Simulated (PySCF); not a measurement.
## Radial density of Nb²¹⁺ (niobium, charge +21)

UHF, [Ar] 3d2, high-spin 3F determinant. All numbers are calculated (PySCF 2.14, scalar relativity by spin-free X2C-1e, in an uncontracted even-tempered set (19 s from 2.2 bohr⁻², ratio 2.5; 12 p from 2.9 bohr⁻², ratio 2.5; 8 d from 2.9 bohr⁻², ratio 2.5; 4 f from 10 bohr⁻², ratio 2.7; 3 g from 15 bohr⁻², ratio 2.7)).

```tsv
r (bohr)	4πr²ρ (e/bohr)	4πr²(ρα − ρβ)
0.0244	52.15	-0.0003
0.0411	45.74	0.0101
0.0691	49.49	0.1302
0.116	62.04	0.9891
0.195	31.92	3.9237
0.329	31.11	5.8586
0.553	12.86	1.8011
0.930	0.2582	0.0377
1.56	0.0001317	0.0000
```

Densities and radii are taken from the X2C orbitals without a picture-change correction, which distorts them close to the nucleus.

Spin-orbit coupling, absent here, splits the open shell strongly.
